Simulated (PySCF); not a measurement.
H₃RuO₂ + F₂ → RuO(OH) + 2 HF

Level: PBE0 in the def2-TZVP basis family, computed in PySCF with density fitting; scalar-relativistic core potentials for atoms from Rb on, none lighter, no spin–orbit coupling; open shells unrestricted.

| species | state and structure | E (Eh) | ZPE (kJ/mol) | H(298 K) − H(0) (kJ/mol) | S° (J/(mol K)) |
| --- | --- | --- | --- | --- | --- |
| H₃RuO₂ | doublet, Cs, Ru–H 1.575 Å (×2), Ru–H 1.599 Å, Ru–O 1.670 Å, Ru–O 1.697 Å; H–Ru–H 58.5° (×2), H–Ru–H 116.0°, H–Ru–O 98.8° (×2), H–Ru–O 110.5° (×2), H–Ru–O 116.1°, H–Ru–O 122.1° | -246.97131 | 72.5 | 15.0 | 300.8 |
| F₂ | singlet, D∞h, F–F 1.376 Å | -199.40856 | 6.6 | 8.7 | 201.9 |
| RuO(OH) | doublet, Cs, O–H 0.957 Å, Ru–O 1.620 Å, Ru–O 1.816 Å; H–O–Ru 147.4°, O–Ru–O 159.0° | -245.80388 | 41.1 | 13.2 | 286.3 |
| HF | singlet, C∞v, H–F 0.920 Å | -100.39188 | 24.9 | 8.7 | 173.6 |

(1) What is the electronic reaction energy?

(2) Add zero-point, thermal and entropy terms for 298.15 K and 1 bar.

Answers

(1) At PBE0/def2-TZVP, ΔE = -545.5 kJ/mol from the differences of the total energies times 2625.5, downhill. 

(2) ΔZPE = 11.8 and Δ[H(298) − H(0)] = 6.9 kJ/mol give ΔH° = -526.8 kJ/mol. ΔS° = 130.8 J/(mol K), so ΔG° = -526.8 − 298.15 × (0.1308) = -566 kJ/mol.

Open d or f shells are single determinants, so the state found may not be the ground state. The structures come from searches over a few start shapes, so lower isomers are not excluded.
